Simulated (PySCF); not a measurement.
C3H9BO, SMILES CC(C)BO. Atoms are numbered in the order given.

```xyz
14

B     -0.5494     0.9412     0.4995
H     -1.5143     1.1343     1.2060
O      0.3454     1.9550     0.4528
H      1.1053     1.7648    -0.1154
C     -0.3854    -0.4140    -0.3052
C     -0.5735    -1.6268     0.6244
C      0.9111    -0.5172    -1.1190
H     -1.2407    -0.4150    -1.0134
H     -0.5734    -2.5736     0.0584
H      0.2410    -1.6911     1.3664
H     -1.5216    -1.5671     1.1815
H      1.0231     0.3180    -1.8326
H      0.9522    -1.4470    -1.7101
H      1.7994    -0.5208    -0.4619
```

Geometry optimised at B3LYP-D3(BJ)/def2-SVP. The structure was generated by enumeration, and PubChem lists no compound with its InChIKey, so it may never have been made. The values are those of a single conformer.

These are M06-2X/def2-TZVP (PySCF) values and carry that method's errors.

The total energy is -219.84201 hartree and the highest occupied level is -9.36 eV. The lowest empty level is 0.90 eV and the orbital gap is 10.26 eV. The dipole moment comes out as 1.84 D, the quadrupole, principal values (traceless, Buckingham form, about the centre of nuclear charge) is -6.63, 2.34, 4.29 D·Å and the mean static polarisability is 54.5 bohr³ (8.07 Å³). The polarisability, principal values comes out as 47.0, 57.2, 59.2 bohr³.
